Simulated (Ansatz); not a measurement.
Basis sets compared for the cluster Li5H8⁺ (the lowest singlet isomer of a short search). Total charge 1; singlet. Geometry r2SCAN-D4/def2-TZVP. Ansatz on 4 threads of Arm Neoverse V1 on a shared host; times are rough, and most runs start from earlier orbitals.

Cartesian coordinates in Å:
```
Li -1.1285 2.1037 -0.2077
Li 1.0803 0.0942 -1.0891
Li -1.2907 -0.3853 -0.7916
Li 1.1017 -2.1140 0.2093
Li 0.1552 0.2624 1.7878
H -0.3382 1.1267 -1.3917
H 2.0837 -3.8268 0.8945
H 1.4355 -0.4404 0.7974
H -1.9227 4.0104 0.1227
H 0.0753 -1.5009 -1.0365
H 1.6516 -4.1229 0.3598
H -1.3042 0.6827 0.8899
H -1.5991 4.1101 -0.5448
```

B3LYP takes the VWN-RPA correlation. In the singlet, H9 and H13 lie 0.75 Å apart, H7 and H11 lie 0.75 Å apart (atoms count from 1), so H2 has formed as a molecule. The structure comes from a short search, and lower isomers may exist.

```csv
level,functions,energy (Eh),HOMO (eV),LUMO (eV),wall time
HF/STO-3G,33,-41.1256,-12.87,-1.65,0.1 s
HF/6-31G,61,-41.7030,-13.16,-2.45,0.2 s
PBE-D4/def2-SVP,85,-42.0552,-9.14,-4.97,0.75 s
B3LYP-D4/6-31G,61,-42.2735,-10.23,-4.63,0.8 s
PBE0-D4/def2-SVP,85,-42.0928,-10.29,-4.32,0.75 s
```

**Question.** Estimate the rows for PBE-D4/def2-TZVP, B3LYP-D4/def2-TZVP, PBE0-D4/def2-TZVP.

**Answer.** 
| level | functions | energy (Eh) | HOMO (eV) | LUMO (eV) | wall time |
| --- | --- | --- | --- | --- | --- |
| PBE-D4/def2-TZVP | 118 | -42.0918 | -9.22 | -5.04 | 0.8 s |
| B3LYP-D4/def2-TZVP | 118 | -42.3113 | -10.20 | -4.60 | 0.9 s |
| PBE0-D4/def2-TZVP | 118 | -42.1256 | -10.35 | -4.41 | 1.3 s |
